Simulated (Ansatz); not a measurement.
Species: C4H4BFS, SMILES `Bc1ccc(F)s1` (charge 0, multiplicity 1).

Give a relaxed geometry from B3LYP-D3(BJ)/def2-SVP (Ansatz, a quantum-chemistry and plane-wave program).

This is not unique; one that fits is the end point of this relaxation, one of several conformers (outside a Z-matrix the atoms follow the SMILES, hydrogens last).
Z-matrix (Å, degrees):
```
C
C 1 1.3944
H 2 1.0915 1 121.32
C 2 1.4127 3 123.72 1 180.00
C 4 1.3790 2 110.58 3 -180.00
F 5 1.3215 4 125.64 2 -180.00
H 4 1.0896 5 123.10 6 0.00
B 1 1.5147 2 128.79 3 0.04
H 8 1.2060 1 121.32 2 179.94
H 8 1.2069 9 120.15 1 179.97
S 5 1.7238 6 120.39 4 -180.00
```
